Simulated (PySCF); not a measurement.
Work out the structure from these simulated measurements.

Elements present: C, H and N. Monoisotopic mass: 135.1048 u.

- Rotational structure: rotational constants A, B, C: 2.596, 0.964, 0.831 GHz [PBE0-D3(BJ)/def2-SVP]
- UV, first state: lowest singlet excitation: 4.83 eV (257 nm, f = 0.003) [TDDFT PBE0/def2-SVPD]
- 13C NMR: chemical shifts (computed TMS as zero) by class: 159.6 (1 C), 156.2 (1 C), 154.6 (1 C), 140.0 (1 C), 130.8 (1 C), 33.7 (1 C), 33.0 (3 C) ppm [GIAO CAM-B3LYP/pcSseg-1]
- UV, strongest line: among the 10 lowest singlet transitions: S7 at 7.21 eV (172 nm, f = 0.633) [TDDFT PBE0/def2-SVPD]
- NMR, other nuclei: isotropic shieldings of nuclei other than C and H, by class: -104 (1 N) ppm [GIAO CAM-B3LYP/pcSseg-1]
- Triplet: lowest triplet excitation (Tamm–Dancoff): 4.13 eV [TDA PBE0/def2-SVPD]
- Valence photoelectron: vertical ionisation energy: 9.05 eV [ΔSCF PBE0/def2-SVPD]
- Dipole: 2.52 D [PBE0/def2-SVPD]
- Polarisability: 111.1 au [PBE0/def2-SVPD]

Electronic properties: PySCF, gas phase, density fitting. Levels stand in brackets. Geometry: PBE0-D3(BJ)/def2-SVP; no solvent, vibrations or thermal averaging. Each NMR value is the plain mean over a class of atoms that symmetry, rotation or inversion makes alike.

**Question.** Which formula fits the mass and the elements?

**Answer.** C9H13N (calculated 135.1048). No other formula that holds each of these elements comes within 0.0003 u with a fitting electron parity and a possible valence count.

**Question.** Propose a structure and show how it fits.

**Answer.** Numbering: `[CH3:1][C:2]([CH3:3])([CH3:4])[c:5]1[cH:6][cH:7][cH:8][n:9][cH:10]1`. Its formula, C9H13N, gives 4 degrees of unsaturation: 1 ring and 3 π bonds in the structure found (Kekulé form). 9 carbons fall into 7 classes; from least to most shielded: aromatic CH next to a ring nitrogen [C10] (159.6 ppm), aromatic CH next to a ring nitrogen [C8] (156.2 ppm), substituted aromatic carbon [C5] (154.6 ppm), aromatic CH carbon [C6] (140.0 ppm), aromatic CH carbon [C7] (130.8 ppm), benzylic-type carbon [C2] (33.7 ppm), methyl carbon [C1/C3/C4] (33.0 ppm, 3 C, up to 4.1 ppm apart in this geometry). The other shieldings belong to: -104 ppm, pyridine-type nitrogen [N9]. S1 is mainly HOMO→LUMO (weight 0.99); the largest Löwdin shares of the orbital it empties are 0.57 on the pyridine-type nitrogen, 0.11 on an aromatic CH next to a ring nitrogen, 0.10 on an aromatic CH next to a ring nitrogen and 0.05 on the substituted aromatic carbon, of the orbital it fills 0.23 on an aromatic CH carbon, 0.23 on the pyridine-type nitrogen, 0.14 on an aromatic CH next to a ring nitrogen and 0.13 on an aromatic CH carbon. The optimised geometry has point group Cs and is an asymmetric top. Structure: 3-tert-butylpyridine (`CC(C)(C)C1=CC=CN=C1`). Computed isomers that give other values at the same levels: `[H]/N=C(/C)CC(=C)CC#CC` (rotational constant A: 1.817 GHz; this holds for the one conformer computed); `Cc1ccc(N(C)C)cc1` (rotational constant A: 3.443 GHz; this holds for the one conformer computed); `Cc1ccccc1N(C)C` (rotational constant A: 2.103 GHz; this holds for the one conformer computed). The assignments are read from this structure; whether some other isomer fits the data as well wasn't checked.

The values belong to the conformer `[CH3:1][C:2]([CH3:3])([CH3:4])[c:5]1[cH:6][cH:7][cH:8][n:9][cH:10]1`: C1–C2–C5–C6 -1°.
